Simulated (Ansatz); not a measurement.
Input file for Ansatz (a program for electronic structure): R-CCSD(T)/def2-TZVPP on H4SeSi (SMILES [SiH3][SeH]), a point of a torsion scan. The run froze 19 orbitals, filled d shells among them.

Ansatz 0.2 input:
```yaml
crystal:
  periodic: [false, false, false]
  atoms:
    - {symbol: Si, position_ang: [-0.63211100, 0.02831419, 0.01854036]}
    - {symbol: Se, position_ang: [1.51484027, 0.81419126, -0.07429557]}
    - {symbol: H, position_ang: [-0.74419122, -0.71670877, 1.26493869]}
    - {symbol: H, position_ang: [-1.51102546, 1.19026439, -0.00648003]}
    - {symbol: H, position_ang: [-0.82335716, -0.82331903, -1.14824584]}
    - {symbol: H, position_ang: [1.95502724, 0.25842268, 1.17097390]}
basis:
  gaussian:
    orbitals: def2-TZVPP
magnetization: {spin_polarized: false}
correlation: {method: ccsd_t, electrons: outside_noble_gas}
scf: {lower_state_search: off}
```

It printed:

```
WARN ansatz: RAYON_NUM_THREADS=1 ignored (pool sized by the plan → 1); use --threads N
Functional definition: HF
these checks for a lower state are left out or cut short: stability, starts, cluster_reference, orbital_swaps, neighbouring_geometries, increment
integrals: 0.32 GiB planned
865 factors; integrals over basis functions are off by at most 9.4e-4 eV
mean field: 0.41 GiB planned
mean field evaluation 1: about -73228.3958 eV, gradient 1.3e1 eV
mean field evaluation 2: about -73228.5370 eV, gradient 1.3e1 eV
mean field evaluation 4: about -73229.4817 eV, gradient 2.2e0 eV
mean field evaluation 8: about -73229.4960 eV, gradient 1.3e-1 eV
mean field -73229.49614967 eV, -2691.1343467652 hartree, gradient 3.6e-6 eV, S^2 0.000000; 0 other end points of the search recorded, 0 dependent functions left out
19 core orbitals not correlated
reference -73229.49614967 eV, -2691.1343467652 hartree; 7, 7 occupied and 120, 120 virtual orbitals, 865 factors
second order -7.86941700 eV of doubles, -0.00000000 eV of singles
coupled cluster: 0.65 GiB planned
cycle   1  -8.65359230 eV  change   -7.8e-1 eV  update   6.8e-2
cycle   2  -8.93908871 eV  change   -2.9e-1 eV  update   2.1e-2
cycle   3  -8.96255611 eV  change   -2.3e-2 eV  update   6.7e-3
cycle   4  -8.95963332 eV  change    2.9e-3 eV  update   2.1e-3
cycle   5  -8.95892474 eV  change    7.1e-4 eV  update   6.6e-4
cycle   6  -8.95882838 eV  change    9.6e-5 eV  update   2.0e-4
cycle   7  -8.95886189 eV  change   -3.4e-5 eV  update   5.9e-5
cycle   8  -8.95887943 eV  change   -1.8e-5 eV  update   2.0e-5
cycle   9  -8.95887553 eV  change    3.9e-6 eV  update   6.5e-6
perturbative correction -0.32119161 eV, -0.0118035741 hartree
Total energy: -73238.77621682 eV, -2691.4753829425 hartree
Checks for a lower state left out: stability, starts, cluster_reference, orbital_swaps, neighbouring_geometries, increment
```

The run converged.

Cost: around 14 core-seconds (rough).
